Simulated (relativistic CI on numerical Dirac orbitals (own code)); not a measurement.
## Hyperfine structure of Mo²²⁺, mass number 95

Calculated at this level of theory: Dirac-Coulomb-Breit CI, orbitals from a KLI potential per configuration, model QED, unscaled Slater integrals (own radial code, finite nucleus).

CI space (outside the closed core [Ne]): 3s2 3p6 3d2, 3s2 3p5 3d3, 3s 3p6 3d3, 3s2 3p6 3d 4s, 3s2 3p6 3d 4p, 3s2 3p6 3d 4d, 3s2 3p6 3d 4f, 3s2 3p5 3d2 4s, 3s2 3p5 3d2 4p, 3s2 3p6 4s2, 3s2 3p6 4s 4p, 3p6 3d4, 3p5 3d5. Double excitations out of closed p, d and f shells are left out; levels of such configurations are missing from the list, as are those of other unlisted configurations, and high levels can miss mixing partners. These lack a partner that the ground configuration has and come out too high: 3s2 3p5 3d2 4s, 3s2 3p5 3d2 4p.

Nuclear spin I = 5/2, μ = -0.9132 μN, Q = -0.022 b (tables of Stone and Pyykkö). The electronic factors are computed for point nuclear moments, without core polarisation or the Bohr-Weisskopf and QED corrections.

| Level | E (cm⁻¹) | A (MHz) | B (MHz) |
| --- | --- | --- | --- |
| 3s2 3p6 3d2 3F_2 | 0 | -4407 | -57.6 |
| 3s2 3p6 3d2 3F_3 | 27564 | -2632 | -82.7 |
| 3s2 3p6 3d2 3F_4 | 51951 | -2160 | -135 |
| 3s2 3p6 3d2 1D_2 | 71309 | -2294 | 100 |
| 3s2 3p6 3d2 3P_1 | 82303 | 8.403 | -79.4 |
| 3s2 3p6 3d2 3P_2 | 112099 | -1802 | 140 |
| 3s2 3p6 3d2 1G_4 | 112407 | -2551 | -435 |
| 3s2 3p5 3d3 5D°_1 | 963292 | -6991 | -475 |

Levels with J = 0, under 50 % of one LS term, or S terms without an open s electron are left out. Small factors come from cancelling terms and can be off by tens of per cent or more.

At this charge energies of transitions that change n are usually good to better than 1 %, and those within a shell (Δn = 0) to a few per cent. Terms inside the open d or f shell come out 10 to 20 % too wide with unscaled integrals.

Give the hyperfine levels of 3s2 3p6 3d2 3F_2 relative to its centre of gravity.

With K = F(F + 1) − I(I + 1) − J(J + 1), E = AK/2 + B[¾K(K + 1) − I(I + 1)J(J + 1)]/[2I(2I − 1)J(2J − 1)]: F = 1/2: 30810, F = 3/2: 24230, F = 5/2: 13240, F = 7/2: -2179, F = 9/2: -22050 MHz.

LS names give the leading component of a level, which can be under half, so a name can repeat, a term be missing and a line seem to break the LS rules.
